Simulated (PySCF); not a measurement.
# Ionisation energy of Cd³³⁺ by level of theory

Cd³³⁺ [Ne] 3s2 3p3 (4S) → Cd³⁴⁺ [Ne] 3s2 3p2 (3P), as a difference of total energies. All numbers are calculated (PySCF 2.14, scalar relativity by spin-free X2C-1e, in an even-tempered Gaussian basis (18 s from 5.3 bohr⁻², ratio 2.5; 12 p from 6.9 bohr⁻², ratio 2.5; 4 d from 29 bohr⁻², ratio 2.7; 4 f from 43 bohr⁻², ratio 2.7)). Correlated levels: outer shells: 1s2 frozen; virtual orbitals above 40 to 60 times the deepest correlated orbital energy dropped. The calculations carry no spin-orbit coupling.

```csv
method,ionisation energy (eV)
UHF,2097.4
MP2 (outer shells),2097.9
SCS-MP2 (outer shells),2097.6
CCSD (outer shells),2097.7
CCSD(T) (outer shells),2097.7
```

Spin-orbit coupling is strong in these open shells (close to jj coupling). The scalar numbers leave it out and a first-order estimate fails, so it can dominate the gap to the real levels.

Breit and QED terms and the two-electron picture change are absent.

For comparison: 2091 ± 8 eV (semi-empirical (NIST evaluation); NIST Atomic Spectra Database, ionization energies).
